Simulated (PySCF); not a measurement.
**Molecular orbitals of MgHg**

TPSSh at R = 3.498 Å; PySCF, scalar-relativistic core potentials, basis sets Mg cc-pVDZ, Hg cc-pVDZ-PP with ECP60. State: ¹Σ⁺ (singlet), closed shell. Only the outer orbitals are listed, counted within each symmetry, core potentials removing the inner ones.

| orbital | occ. | ε (eV) | on Mg (%) | main shells (%) |
| --- | --- | --- | --- | --- |
| 6σ | 2 | -10.82 | 0 | 100 Hg d |
| 3π | 2 | -10.79 | 0 | 100 Hg d |
| 3π | 2 | -10.79 | 0 | 100 Hg d |
| 1δ | 2 | -10.78 | 0 | 100 Hg d |
| 1δ | 2 | -10.78 | 0 | 100 Hg d |
| 7σ | 2 | -7.40 | 6 | 93 Hg s |
| 8σ | 2 | -4.92 | 89 | 89 Mg s |
| 9σ | 0 | -1.48 | 55 | 53 Mg p, 43 Hg p |
| 4π | 0 | -1.42 | 65 | 65 Mg p, 34 Hg p |
| 4π | 0 | -1.42 | 65 | 65 Mg p, 34 Hg p |

**Question.** Which are the highest filled and the lowest empty level, where do they sit, and how wide is the gap?

**Answer.** Highest filled 8σ at -4.92 eV (in %: 89 Mg s); lowest empty 9σ at -1.48 eV (in %: 53 Mg p, 43 Hg p); the gap at TPSSh is 3.44 eV.

```
bond order (Mayer)                               : 0.15
⟨S²⟩                                             : 0.000
charge on Mg (Mulliken, basis-dependent)         : 0.09
charge on Mg (Löwdin, basis-dependent)           : 0.07
dipole moment (positive dipole means Mg(−)Hg(+)) : -0.04 D
```

Closed-shell solutions of metal pairs were not tested for spin polarisation, which can lower them a little. Spin–orbit coupling is left out.
